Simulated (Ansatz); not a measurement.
C2H9NOSi (SMILES C[Si@H](O)CN) moved off its minimum; all values from Ansatz (a program for electronic structure), cores frozen in correlated methods.
(charge 0, multiplicity 1)
```xyz
14

C      2.11413    -0.39655     0.43095
Si     0.46948     0.33195    -0.05046
O     -0.31271     1.04409     1.34947
C     -0.74298    -0.91809    -0.80207
N     -2.08168    -0.42494    -1.05167
H      2.74650     0.34602     0.89505
H      1.97148    -1.18037     1.16539
H      2.63084    -0.74248    -0.43759
H      0.58639     1.43289    -0.97369
H     -0.33232     0.55444     2.14211
H     -0.29395    -1.37864    -1.66641
H     -0.78414    -1.74584    -0.06902
H     -2.00881     0.24705    -1.83791
H     -2.44854     0.08803    -0.28234
```

### Question
Give the forces (eV/Å), the total energy and the dipole at CCSD(T)/aug-cc-pV(T+d)Z.

### Answer

| atom | Fx | Fy | Fz |
|---|---|---|---|
| C1 | -0.493 | 0.445 | 0.379 |
| Si2 | -1.376 | 0.345 | 1.948 |
| O3 | 0.817 | 0.261 | -2.956 |
| C4 | 1.101 | -0.427 | 1.702 |
| N5 | -0.188 | 0.300 | -2.134 |
| H6 | 0.184 | 0.438 | 0.184 |
| H7 | 0.047 | -0.458 | 0.015 |
| H8 | 0.414 | -0.592 | -0.616 |
| H9 | 0.160 | 0.695 | -0.426 |
| H10 | 0.052 | -0.964 | 1.296 |
| H11 | -0.057 | -0.134 | -0.724 |
| H12 | -0.173 | 0.060 | -0.140 |
| H13 | -0.352 | -0.450 | 0.654 |
| H14 | -0.136 | 0.481 | 0.817 |
Energy -500.4083 hartree, dipole 1.90 D.
